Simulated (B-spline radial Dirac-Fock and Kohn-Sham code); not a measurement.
# Magnetic form factor of the 4d shell of Os³⁶⁺

System: osmium as Os³⁶⁺, [Kr] 4d4.

The run's input, task.json:

```json
{"items": [{
  "Z": 76,
  "q": 36,
  "cfg": [[1, 0, 2], [2, 0, 2], [2, 1, 6], [3, 0, 2], [3, 1, 6], [3, 2, 10], [4, 0, 2], [4, 1, 6], [4, 2, 4]],
  "A": 192,
  "rrms": 5.4126,
  "do": ["scatter"],
  "s": [0.0, 0.05, 0.1, 0.15, 0.2, 0.25, 0.3, 0.35, 0.4, 0.45, 0.5, 0.6, 0.7, 0.8, 0.9, 1.0, 1.1, 1.2, 1.4, 1.6, 1.8, 2.0, 2.5, 3.0, 3.5, 4.0, 5.0, 6.0],
  "pz": [0, 0.1, 0.14, 0.21, 0.3, 0.43, 0.61, 0.88, 1.3, 1.8, 2.6, 3.8, 5.4, 7.8, 11.0, 16.0, 23.0, 33.0, 48.0, 69.0, 99.0],
  "hv_scatter": [1000, 2000, 5000, 10000, 17479.3, 20000, 30000, 100000]
}]}
```

Launch: `python xray_run.py task.json out`

These are calculated numbers from a radial B-spline solver; the model is relativistic Hartree-Fock (Dirac-Fock) wave functions, averaged over the configuration. ⟨j_K⟩ is the integral of the 4d radial density with the spherical Bessel function j_K(4πsr), s = sin θ/λ.

| s (Å⁻¹) | ⟨j0⟩ | ⟨j2⟩ | ⟨j4⟩ |
| --- | --- | --- | --- |
| 0 | 1.0000 | 0.0000 | 0.0000 |
| 0.05 | 0.9965 | 0.0014 | 0.0000 |
| 0.1 | 0.9859 | 0.0056 | 0.0000 |
| 0.15 | 0.9685 | 0.0125 | 0.0001 |
| 0.2 | 0.9446 | 0.0219 | 0.0002 |
| 0.25 | 0.9147 | 0.0336 | 0.0004 |
| 0.3 | 0.8792 | 0.0472 | 0.0009 |
| 0.35 | 0.8388 | 0.0624 | 0.0015 |
| 0.4 | 0.7942 | 0.0788 | 0.0026 |
| 0.45 | 0.7461 | 0.0961 | 0.0040 |
| 0.5 | 0.6953 | 0.1137 | 0.0058 |
| 0.6 | 0.5890 | 0.1486 | 0.0111 |
| 0.7 | 0.4812 | 0.1803 | 0.0188 |
| 0.8 | 0.3776 | 0.2063 | 0.0288 |
| 0.9 | 0.2827 | 0.2249 | 0.0408 |
| 1 | 0.1999 | 0.2348 | 0.0544 |
| 1.1 | 0.1310 | 0.2362 | 0.0688 |
| 1.2 | 0.0769 | 0.2294 | 0.0832 |
| 1.4 | 0.0103 | 0.1965 | 0.1084 |
| 1.6 | -0.0114 | 0.1485 | 0.1245 |

Radial moments of the shell: ⟨r²⟩ = 0.1926, ⟨r⁴⟩ = 0.05423, ⟨r⁶⟩ = 0.02016 in powers of bohr.
